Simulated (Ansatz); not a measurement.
Reaction (redistribution): `C[O][GeH]([Cl])[O][SiH3]` + `CCBS` → `C[O][GeH]([SH])[Cl]` + `CCBO[SiH3]`

Isolated molecules relaxed with PBE0-D4/def2-TZVP in Ansatz; ΔE leaves out vibrations. CCSD(T)/CBS is the MP2 limit (def2-TZVPP, def2-QZVPP) plus CCSD(T) − MP2 in def2-TZVPP, frozen cores. This one scheme is used for every species. DFT in def2-TZVPP. For Ge outer-core shells are correlated without core-valence functions, which leaves a few kJ/mol of doubt a bond. Scalar relativity is left out up to krypton. One conformer a species, not always the lowest.

`C[O][GeH]([Cl])[O][SiH3]`:

Z-matrix (Å, degrees):
```
C
O 1 1.414
H 1 1.091 2 107.5
H 1 1.096 2 111.6 3 118.7
H 1 1.095 2 111.8 3 -119.0
Ge 2 1.751 1 120.6 3 176.0
O 6 1.750 2 110.5 1 60.3
Cl 6 2.147 2 108.7 1 -56.9
H 6 1.519 2 108.7 1 -178.9
Si 7 1.642 6 139.3 2 -76.2
H 10 1.486 7 111.0 6 -28.9
H 10 1.487 7 109.6 6 91.4
H 10 1.483 7 108.1 6 -149.5
```

`CCBS`:

Z-matrix (Å, degrees):
```
C
C 1 1.529
H 1 1.093 2 111.3
H 1 1.092 2 111.1 3 -119.5
H 1 1.093 2 111.6 3 120.0
B 2 1.561 1 114.1 3 64.6
H 2 1.101 1 108.7 3 -178.5
H 2 1.095 1 110.6 3 -63.1
S 6 1.778 2 125.5 1 -139.5
H 6 1.198 2 121.2 1 42.0
H 9 1.346 6 98.9 2 1.8
```

`C[O][GeH]([SH])[Cl]`:

Cartesian coordinates in Å:
```
C -0.122 -1.021 1.199
O 0.564 -1.064 -0.036
Ge 0.552 0.330 -1.106
S -1.500 1.004 -1.575
Cl 1.539 1.955 -0.093
H -0.049 -2.012 1.650
H 0.328 -0.292 1.882
H -1.181 -0.775 1.065
H 1.336 -0.091 -2.345
H -1.467 1.967 -0.641
```

`CCBO[SiH3]`:

Z-matrix (Å, degrees):
```
C
C 1 1.525
H 1 1.093 2 111.3
H 1 1.092 2 112.0 3 -120.2
H 1 1.093 2 111.2 3 119.3
B 2 1.563 1 115.4 3 -64.9
H 2 1.102 1 109.3 3 177.0
H 2 1.096 1 111.5 3 61.8
O 6 1.356 2 120.1 1 154.8
H 6 1.209 2 121.6 1 -27.1
Si 9 1.652 6 132.1 2 177.6
H 11 1.483 9 108.3 6 -119.5
H 11 1.483 9 108.2 6 121.6
H 11 1.486 9 110.5 6 1.1
```

**Question.** Is it downhill or uphill in electronic energy at CCSD(T)/CBS, and by how much? (Estimate.)

**Answer.** Computed: Downhill: ΔE = -8.8 kcal/mol.

**Question.** What do these levels give: r2SCAN-D4, r2SCAN, MP2/def2-TZVPP, HF/def2-QZVPP, MP2/def2-QZVPP, CCSD/CBS(def2)? (Estimate.)

**Answer.** The calculation gave: r2SCAN-D4 -9.2, r2SCAN -9.4, MP2/def2-TZVPP -8.3, HF/def2-QZVPP -9.8, MP2/def2-QZVPP -8.6, CCSD/CBS(def2) -9.2 kcal/mol.

Largest T1 diagnostic among the species: 0.012.

The D4 term adds +1.0 kcal/mol with B3LYP and +0.6 kcal/mol with PBE0; it sums over pairs of atoms, weighted by their polarisabilities, and B3LYP, whose exchange is more repulsive, gets the larger term. In def2-TZVPP, CCSD(T) changes the Hartree–Fock value by +1.7 kcal/mol (the triples alone add +0.3 kcal/mol) and MP2 by +1.6 kcal/mol.

B3LYP here is the variant with VWN-RPA as its local correlation; programs differ in this.
